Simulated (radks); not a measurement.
The numbers below are computed, except where a source is named.
Spherical quantum dot in the effective-mass picture: electrons in a hard-walled sphere of radius 1.77, with a point charge +1 (a donor) at the centre, all in effective atomic units (hartree* = m*/eps^2 hartree, bohr* = eps/m* bohr), one dielectric constant everywhere. Level of theory: non-relativistic Kohn-Sham, LDA (Slater exchange, Perdew-Wang correlation), spin-polarised, spherical densities (a radial shooting solver with Libxc functionals). Levels are named by radial order and angular momentum (1s, 1p, 1d, 2s, ...), and open shells are averaged over m.

N = 30, configuration 1s2 1p6 1d10 2s2 1f(up 7, down 3). This is the lowest configuration that the search found. Occupied and some empty levels:

level    occupation  eigenvalue (hartree*)  <r> (bohr*)
1s up             1                 23.220        1.089
1s down           1                 23.301        1.084
1p up             3                 24.273        1.184
1p down           3                 24.365        1.183
1d up             5                 25.871        1.242
1d down           5                 25.969        1.241
2s up             1                 27.750       0.7748
2s down           1                 27.788       0.7769
1f up             7                 27.974        1.284
1f down           3                 28.074        1.284
1g up             0                 30.544        1.319
1g down           0                 30.646        1.319
2p up             0                 31.112       0.9190
2p down           0                 31.161       0.9188
2d up             0                 34.626        1.006
2d down           0                 34.685        1.005

Energy (hartree*): total 457.337, kinetic 175.19, external -27.916, Hartree 339.03, exchange-correlation -28.959.

Electron density:

r (bohr*)  n(r) (e/bohr*^3)
0.0935                3.157
0.182                 2.595
0.270                 2.112
0.358                 1.713
0.446                 1.404
0.534                 1.196
0.622                 1.099
0.711                 1.122
0.799                 1.262
0.887                 1.503
0.975                 1.807
1.06                  2.112
1.15                  2.336
1.24                  2.391
1.33                  2.208
1.42                  1.784
1.50                  1.195
1.59                 0.5933
1.68                 0.1563
1.77              0.0003897
